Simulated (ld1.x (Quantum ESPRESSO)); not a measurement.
**Configuration tests for Bi (TM)**

bismuth, norm-conserving Troullier–Martins (Kleinman–Bylander form), made with ld1.x (Quantum ESPRESSO) 7.5 (PBEsol, fully relativistic). Core [Xe] 4f14 5d10, reference 6s2 6p3. Waves: 6s (bound): rc 1.50 bohr; 6p (bound): rc 2.50 bohr; 6d channel at -0.05 Ry: rc 2.55 bohr. Local part: the d channel. Core correction: none.

Open shells are filled in proportion to 2j + 1 (rel_dist='average').

Energies are relative to the spin-unpolarised reference configuration 6s2 6p3; without spin polarisation the order of configurations can differ from experiment. The d channel is local and has no spin–orbit splitting in the pseudo-atom.

```tsv
valence configuration	charge	ΔE all-electron (eV)	error AE − PS (meV)
6s2 6p2	+1	8.096	-11
6s2 6p1	+2	23.565	-51
6s1 6p0	+4	92.606	+1.5
6s2 6p2.5	+0.5	3.184	-2.4
6s1 6p3	+1	18.721	-23
```

Q: What are ΔE and the potential's error for 6s2 6p0?

A: ΔE = 47.143 eV all-electron; the error (AE − PS) is -65 meV.

Q: What are ΔE and the potential's error for 6s1 6p4?

A: ΔE = 9.889 eV all-electron; the error (AE − PS) is +4.0 meV.

ld1.x printed “convergence not achieved” for 6 of the counted tests; their residual had stalled under 1e-8, short of the target of 1e-14.

Note: ghost states, extra bound levels that the all-electron valence spectrum of the same l lacks: s at -397.7 eV, p1/2 at -120.8 eV, p3/2 at -113.4 eV. A true bound ghost makes a file unfit for plane-wave use.
